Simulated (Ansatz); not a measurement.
Born–Oppenheimer molecular dynamics of F4HSi (6 atoms, charge 0, multiplicity 2). It starts at the highest image of a converged band. Of that band: A vibrational analysis at the climbing image gives 3 clearly imaginary modes (1230i, 73i, 73i cm⁻¹): a point of higher order. A lower path may pass nearby, or the ends, which weren't checked, may share the extra mode.

Method: Ansatz 0.2.0, UKS B3LYP-D4/cc-pVDZ.

| Quantity | Value |
| --- | --- |
| ensemble | NVE (velocity Verlet) |
| time step | 0.5 fs |
| steps asked | 200 |
| starting velocities drawn for | 300 K |
| seed | 5834 |

First frame:

```xyz
6
Properties=species:S:1:pos:R:3
Si -0.003 0.000 0.014
F 0.005 0.000 1.932
F 1.520 0.000 -0.578
F -0.767 1.321 -0.569
F -0.767 -1.321 -0.569
H 0.013 0.000 3.083
```

Question: How far do the bonds stretch over the last three quarters of this one trajectory? (Pairs bonded in most of those frames.)

Answer: 
| bond | mean (Å) | spread (Å) | shortest | longest |
| --- | --- | --- | --- | --- |
| Si1–F3 | 1.640 | 0.015 | 1.62 | 1.67 |
| Si1–F4 | 1.638 | 0.013 | 1.62 | 1.66 |
| Si1–F5 | 1.642 | 0.015 | 1.62 | 1.67 |
| F2–H6 | 0.931 | 0.019 | 0.90 | 0.97 |

Mean temperature of the second half: 1728 K. The conserved energy stayed within 0.083 meV per atom of its start (net change 0.025 meV per atom), so the integration is sound. The kinetic energy rose, since the run started high on the potential surface and went downhill. It ends in pieces (F3Si + FH), so much of that is their flight and rotation, not heat. A run of 0.1 ps of so small a system gives no equilibrium averages.

The run took 4.4 min on 2 threads of Intel(R) Xeon(R) 6975P-C (Granite Rapids) (shared host), peak memory 0.26 GiB.
